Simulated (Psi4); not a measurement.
Cl$_{2}$La (SMILES [Cl][La][Cl]), doublet, geometry from GFN2-xTB (such geometries of metal compounds can be far from the true shape) (the multiplicity is a formal guess) (core potentials on La); R2SCAN/def2-TZVP run with Psi4.

Here is a job for Psi4.
```
memory 2 GB

molecule mol {
0 2
  La    0.364856   -0.024101    0.430976
  Cl    0.882485    0.353027   -1.969961
  Cl   -2.105827   -0.272216    0.524924
}

set basis def2-tzvp
set reference uks
set scf_type pk
set puream true
set d_convergence 1e-8
set dft_radial_points 99
set dft_spherical_points 590

energy('r2scan')
print_variables()
```

### Question
Write the output that Psi4 gives for this input, abridged.

### Answer

```
   => Loading Basis Set <=

    Name: DEF2-TZVP
    Role: ORBITAL
    Keyword: BASIS

    !!!  WARNING: ECP capability is in beta. Please check occupations closely.  !!!

         ---------------------------------------------------------
                                   SCF
               by Justin Turney, Rob Parrish, Andy Simmonett
                          and Daniel G. A. Smith
                              UKS Reference
         ---------------------------------------------------------

  ==> Geometry <==

    Molecular point group: cs
    Full point group: Cs

    Geometry (in Angstrom), charge = 0, multiplicity = 2:

       Center              X                  Y                   Z               Mass
    ------------   -----------------  -----------------  -----------------  -----------------
         LA          -0.385653379263    -0.328471900174     0.000000000000   138.906356300000
         CL           2.044231087774    -0.848400034485     0.000000000000    34.968852682000
         CL          -0.512304770506     2.153185044593     0.000000000000    34.968852682000

  Running in cs symmetry.

  Rotational constants: A =      0.15837  B =      0.06202  C =      0.04457 [cm^-1]
  Rotational constants: A =   4747.77254  B =   1859.36319  C =   1336.10597 [MHz]
  Nuclear repulsion =  118.434464319123862

  Charge       = 0
  Multiplicity = 2
  Electrons    = 45
  Nalpha       = 23
  Nbeta        = 22

  ==> Algorithm <==

  SCF Algorithm Type is PK.
  DIIS enabled.
  MOM disabled.
  Fractional occupation disabled.
  Guess Type is SAD.
  Energy threshold   = 1.00e-06
  Density threshold  = 1.00e-08
  Integral threshold = 1.00e-12

  ==> Primary Basis <==

  Basis Set: DEF2-TZVP
    Blend: DEF2-TZVP
    Number of shells: 40
    Number of basis functions: 114
    Number of Cartesian functions: 130
    Spherical Harmonics?: true
    Max angular momentum: 3

  Core potential: DEF2-TZVP
    Number of shells: 4
    Number of ECP primitives: 10
    Number of ECP core electrons: 46
    Max angular momentum: 3

  ==> DFT Potential <==

   => LibXC <=

    Version 7.1.2
    S. Lehtola, C. Steigemann, M. J. T. Oliveira, and M. A. L. Marques,  SoftwareX 7, 1–5 (2018) (10.1016/j.softx.2017.11.002)

   => Composite Functional: R2SCAN <=

    r2SCAN Meta-GGA XC Functional  (0.1021/acs.jpclett.0c02405)
    J. W. Furness, A. D. Kaplan, J. Ning, J. P. Perdew, J. Sun  J. Phys. Chem. Lett.  11, 8208–8215, 2020

    Deriv               =              1
    GGA                 =           TRUE
    Meta                =           TRUE

    Exchange Hybrid     =          FALSE
    MP2 Hybrid          =          FALSE

   => Exchange Functionals <=

    1.0000   XC_MGGA_X_R2SCAN

   => Correlation Functionals <=

    1.0000   XC_MGGA_C_R2SCAN

   => LibXC Density Thresholds  <==

    XC_MGGA_C_R2SCAN:  1.00E-15
    XC_MGGA_X_R2SCAN:  1.00E-11

   => Molecular Quadrature <=

    Radial Scheme          =       TREUTLER
    Pruning Scheme         =           NONE
    Nuclear Scheme         =       TREUTLER

    Blocking Scheme        =         OCTREE
    BS radius alpha        =              1
    Pruning alpha          =              1
    Radial Points          =             99
    Spherical Points       =            590
    Total Points           =         167869
    Total Blocks           =           1439
    Max Points             =            256
    Max Functions          =            105
    Weights Tolerance      =       1.00E-15

  ==> Integral Setup <==

  Using in-core PK algorithm.
   Calculation information:
      Number of atoms:                   3
      Number of AO shells:              40
      Number of primitives:             74
      Number of atomic orbitals:       130
      Number of basis functions:       114

      Integral cutoff                 1.00e-12
      Number of threads:                 1

  Performing in-core PK
  Using 42974580 doubles for integral storage.
  We computed 271525 shell quartets total.
  Whereas there are 336610 unique shell quartets.

  ==> DiskJK: Disk-Based J/K Matrices <==

    J tasked:                  Yes
    K tasked:                   No
    wK tasked:                  No
    Schwarz Cutoff:          1E-12

  Minimum eigenvalue in the overlap matrix is 8.8710631980E-03.
  Reciprocal condition number of the overlap matrix is 2.1899152919E-03.
    Using symmetric orthogonalization.

  ==> Pre-Iterations <==

  SCF Guess: Superposition of Atomic Densities via on-the-fly atomic UHF (no occupation information).

   -------------------------
    Irrep   Nso     Nmo
   -------------------------
     A'        77      77
     A"        37      37
   -------------------------
    Total     114     114
   -------------------------

  ==> Iterations <==

                        Total Energy        Delta E     RMS |[F,P]|

   @UKS iter SAD:  -951.87903571472395   -9.51879e+02   0.00000e+00
   @UKS iter   1:  -951.96707989170659   -8.80442e-02   6.80531e-03 DIIS/ADIIS
   @UKS iter   2:  -951.67893414746686    2.88146e-01   1.04563e-02 DIIS/ADIIS
   @UKS iter   3:  -952.07408947634235   -3.95155e-01   2.22298e-03 DIIS/ADIIS
   @UKS iter   4:  -952.09941454058537   -2.53251e-02   7.62314e-04 DIIS/ADIIS
   @UKS iter   5:  -952.10171095575811   -2.29642e-03   1.99454e-04 DIIS/ADIIS
   @UKS iter   6:  -952.10186896541200   -1.58010e-04   4.96305e-05 DIIS
   @UKS iter   7:  -952.10187986506048   -1.08996e-05   9.73240e-06 DIIS
   @UKS iter   8:  -952.10188047201871   -6.06958e-07   3.79882e-06 DIIS
   @UKS iter   9:  -952.10188057093592   -9.89172e-08   1.88137e-06 DIIS
   @UKS iter  10:  -952.10188059481186   -2.38759e-08   8.25225e-07 DIIS
   @UKS iter  11:  -952.10188060302312   -8.21126e-09   2.45996e-07 DIIS
   @UKS iter  12:  -952.10188060405426   -1.03114e-09   1.02395e-07 DIIS
   @UKS iter  13:  -952.10188060422911   -1.74850e-10   1.43387e-08 DIIS
   @UKS iter  14:  -952.10188060423286   -3.75167e-12   4.23710e-09 DIIS
  Energy and wave function converged.

  ==> Post-Iterations <==

   Electrons on quadrature grid:
      Nalpha   =   22.9999971155 ; deviation = -2.885e-06
      Nbeta    =   21.9999971257 ; deviation = -2.874e-06
      Ntotal   =   44.9999942412 ; deviation = -5.759e-06

   @Spin Contamination Metric:   1.942664508E-03
   @S^2 Expected:                7.500000000E-01
   @S^2 Observed:                7.519426645E-01
   @S   Expected:                5.000000000E-01
   @S   Observed:                5.000000000E-01

    Orbital Energies [Eh]
    ---------------------

    Alpha Occupied:

[...]
    Alpha Virtual:

[...]
      77Ap    33.679298

    Beta Occupied:

[...]
      17Ap    -0.282115

    Beta Virtual:

[...]
    Final Occupation by Irrep:
             Ap   App
    DOCC [    17,    5 ]
    SOCC [     1,    0 ]
    NA   [    18,    5 ]
    NB   [    17,    5 ]

  @UKS Final Energy:  -952.10188060423286

   => Energetics <=

    Nuclear Repulsion Energy =            118.4344643191238617
    One-Electron Energy =               -1561.0106984040585303
    Two-Electron Energy =                 551.3356072228509674
    DFT Exchange-Correlation Energy =     -60.8612537421491950
    Empirical Dispersion Energy =           0.0000000000000000
    VV10 Nonlocal Energy =                  0.0000000000000000
    Total Energy =                       -952.1018806042328606

  UHF NO Occupations:
  HONO-2 :    4App 1.9998539
  HONO-1 :    5App 1.9995367
  HONO-0 :   18 Ap 1.0000000
  LUNO+0 :    6App 0.0004633
  LUNO+1 :    7App 0.0001461
  LUNO+2 :   19 Ap 0.0001452
  LUNO+3 :    8App 0.0001439

Computation Completed

Properties will be evaluated at   0.000000,   0.000000,   0.000000 [a0]

Properties computed using the SCF density matrix

 Multipole Moments:

 ------------------------------------------------------------------------------------
     Multipole            Electronic (a.u.)      Nuclear  (a.u.)        Total (a.u.)
 ------------------------------------------------------------------------------------

 L = 1.  Multiply by 2.5417464519 to convert [e a0] to [Debye]
 Dipole X            :        -42.8429164           41.1970882           -1.6458282
 Dipole Y            :        -36.4905244           35.0887262           -1.4017981
 Dipole Z            :          0.0000000            0.0000000            0.0000000
 Magnitude           :                                                    2.1618947

 ------------------------------------------------------------------------------------

  Variable Map:
  ----------------------------------------------------------------------------
[...]
  Array Variable Map:
  ----------------------------------------------------------------------------
[...]
[...]
```
